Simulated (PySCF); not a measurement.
**Electron correlation in Rh⁺ (rhodium, charge +1)**

[Kr] 4d7 5s1, 5s spin antiparallel (an excited configuration). Computed with PySCF 2.14 in def2-TZVPPD with the def2 core potential (28 electrons), with scalar relativity through the core potential. Frozen: 4s2 4p6; 8 electrons correlated.

MP2 pair energies summed by pair of shells (mhartree):

```
 pair   energy  share (%)
4d-4d  -150.54       81.9
4d-5s   -33.26       18.1
```

Total MP2 correlation energy: -183.80 mhartree.

Same-spin part -71.85 and opposite-spin part -111.95 mhartree; SCS-MP2 scales them by 1/3 and 6/5 to -158.29 mhartree.
